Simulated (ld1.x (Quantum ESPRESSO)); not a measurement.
**Ne, PAW: configuration errors across variants**

- Element: Ne (Z = 10)
- Generator: ld1.x (Quantum ESPRESSO) 7.5
- Type: PAW
- Functional: PBE
- Relativity: scalar-relativistic
- Frozen core: [He]
- Valence charge: 8
- Reference configuration: 2s2 2p6
- Partial waves: 2s (bound): rcut 0.45, rcutus 0.60 bohr; 2s channel at 2.6 Ry: rcut 0.45, rcutus 0.60 bohr; 2p (bound): rcut 1.15, rcutus 1.50 bohr; 2p channel at 0.15 Ry: rcut 1.15, rcutus 1.50 bohr
- Local potential: all-electron potential smoothed inside 1.35 bohr (lloc = -1)
- Core correction: Bessel-smoothed model core inside 0.65 bohr
- Augmentation charge: BESSEL, radius 0.45 bohr

All-electron excitation energies from the reference (eV): (1) 2s2 2p5 22.475; (2) 2s2 2p4 65.744; (3) 2s2 2p3 133.174; (4) 2s2 2p2 227.803; (5) 2s2 2p5.5 8.868; (6) 2s1 2p6 45.883.

The overlap operator is not positive definite (basis up to 400 Ry) in “base”, “waves 2s (bound): rcut 0.45, rcutus 0.50 bohr; 2s channel at 2.6 Ry: rcut 0.45, rcutus 0.50 bohr”, “waves 2s (bound): rcut 0.45, rcutus 0.90 bohr; 2s channel at 2.6 Ry: rcut 0.45, rcutus 0.90 bohr”. Such files are unfit for use, however small their errors in these radial tests.

1 further variants failed, have other tests or too few solved ones, and are left out.

Errors AE − PS in meV (a dash: test not solved or not reliable):

| change | (1) | (2) | (3) | (4) | (5) | (6) | bound ghosts |
| --- | --- | --- | --- | --- | --- | --- | --- |
| base | +32 | +178 | +490 | +998 | +6.2 | +6.2 | not determined (overlap not positive) |
| waves 2s (bound): rcut 0.45, rcutus 0.50 bohr; 2s channel at 2.6 Ry: rcut 0.45, rcutus 0.50 bohr | +3235 | +5137 | +8053 | +11937 | – | – | not determined (overlap not positive) |
| waves 2s (bound): rcut 0.45, rcutus 0.66 bohr; 2s channel at 2.6 Ry: rcut 0.45, rcutus 0.66 bohr | +10 | +55 | +141 | +261 | +1.8 | -3.5 | none |
| waves 2s (bound): rcut 0.45, rcutus 0.90 bohr; 2s channel at 2.6 Ry: rcut 0.45, rcutus 0.90 bohr | -31 | -255 | -1023 | -2984 | -5.2 | -45 | not determined (overlap not positive) |

**Question.** Give the same row for: waves 2s (bound): rcut 0.45, rcutus 0.80 bohr; 2s channel at 2.6 Ry: rcut 0.45, rcutus 0.80 bohr.

**Answer.** -0.4, -3.9, -24, -76, -0.4, -9.4; bound ghosts: none.
